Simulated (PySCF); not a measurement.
Computed IR spectrum (relative IR intensity) of a molecule C5H6O2. Geometry: PBE-D3(BJ)/def2-SVP. Other conformers were not sampled. All values below come from PBE-D3(BJ)/def2-SVP run with PySCF 2.14.0. Frequencies are harmonic and unscaled.

```
ν (cm⁻¹)  relative intensity
--------  ------------------
463                      3.1
502                      5.3
770                      7.0
792                      7.3
798                      5.8
850                      4.2
1001                     4.6
1027                     6.7
1043                     3.4
1095                     9.1
1122                      14
1195                      35
1330                     5.9
1350                      13
1406                     4.6
1581                      44
1771                     100
2983                     4.4
2996                     2.3
3082                     2.6
```

Q: Which molecule gave these data?
(A) CC1=CC(=O)CO1
(B) C[C@@]1(C=O)C=CO1
(C) C=C=C1OC(C)O1
(D) C[C@H]1OC=CC1=O

A: D, C[C@H]1OC=CC1=O
